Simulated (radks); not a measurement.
The numbers below are computed, except where a source is named.
The ruthenium ion Ru21+, [Ar] 3d5. Level of theory: non-relativistic Kohn-Sham, PBE, spin-polarised, spherical densities, point nucleus (a radial shooting solver on a logarithmic mesh with Libxc functionals). Every spin shell is full or empty, so the densities are truly spherical. Functionals are evaluated on that one density, not self-consistently. Rank these exchange functionals by their error against the exact value of the orbitals, and give that value: LDA, B88, revPBE, RPBE, PW86, SOGGA, B86b, G96, EV93, APBE, revTPSS, SCAN, r2SCAN, Tao-Mo, MVS.

Answer. Exact: -105.863 hartree. From best to worst, with 100 (|E| - |E exact|)/|E exact| (equal figures are ties): B88 -0.08, MVS -0.11, EV93 +0.11, B86b -0.11, r2SCAN -0.13, PW86 -0.14, SCAN +0.16, G96 +0.21, APBE +0.25, RPBE -0.27, revPBE -0.34, Tao-Mo -0.75, revTPSS -0.91, SOGGA -2.84, LDA -6.07.
